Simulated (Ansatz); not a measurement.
C₃H₁₀GeO, SMILES `[CH3][Ge]([CH3])([CH3])[OH]`. The species carries charge 0 and has multiplicity 1. Geometry: relaxed with PBE0-D4/def2-TZVP. It is one conformer, not always the lowest.

```xyz
15

C    -0.463   -1.702   -0.615
Ge    0.012    0.149   -0.211
C    -1.162    0.884    1.165
C     1.892    0.348    0.236
O    -0.160    1.130   -1.705
H    -1.511   -1.776   -0.915
H    -0.315   -2.337    0.261
H     0.158   -2.080   -1.428
H    -2.208    0.808    0.863
H    -0.926    1.936    1.337
H    -1.039    0.342    2.105
H     2.136   -0.207    1.143
H     2.128    1.402    0.396
H     2.512   -0.025   -0.581
H    -1.054    1.127   -2.052
```

(1) What is the dipole moment at B3LYP/def2-TZVPP? (Estimate.)

(2) And with PBE, r2SCAN, ωB97M-V? (Best estimate.)

(3) Give the Mulliken charges with B3LYP, ωB97M-V, r2SCAN in def2-TZVPP. (An estimate is asked.)

Results:

(1) The calculation gave: 1.70 D, with components (-0.96, -0.96, 1.02) D in this frame, pointing from negative to positive charge.

(2) The calculation gave: PBE 1.60 D, r2SCAN 1.67 D, ωB97M-V 1.71 D.

(3) Computed: 
| atom | B3LYP | ωB97M-V | r2SCAN |
| --- | --- | --- | --- |
| C1 | -0.40 | -0.46 | -0.31 |
| Ge2 | 0.58 | 0.53 | 0.54 |
| C3 | -0.40 | -0.46 | -0.31 |
| C4 | -0.38 | -0.43 | -0.29 |
| O5 | -0.45 | -0.43 | -0.46 |
| H6 | 0.09 | 0.11 | 0.07 |
| H7 | 0.10 | 0.12 | 0.07 |
| H8 | 0.11 | 0.13 | 0.08 |
| H9 | 0.09 | 0.11 | 0.07 |
| H10 | 0.11 | 0.13 | 0.08 |
| H11 | 0.10 | 0.12 | 0.07 |
| H12 | 0.10 | 0.12 | 0.07 |
| H13 | 0.10 | 0.13 | 0.08 |
| H14 | 0.10 | 0.13 | 0.08 |
| H15 | 0.15 | 0.14 | 0.17 |

B3LYP here is the variant with VWN-RPA as its local correlation; programs differ in this.
